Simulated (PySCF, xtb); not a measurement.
CH4Se2, SMILES [Se]([SeH])C.

GFN2-xTB in xtb 6.7.1 at its own geometry gives an orbital gap of 3.51 eV and a dipole moment of 2.29 D.

Geometry: B3LYP-D3(BJ)/def2-SVP. One conformer was computed; it need not be the lowest.

Q: What does ωB97X/def2-TZVPD (PySCF) give? (The exact figures need the calculation; the answer reports its results.)

A: gap 9.38 eV (levels -8.99 and 0.39 eV), dipole 1.59 D.
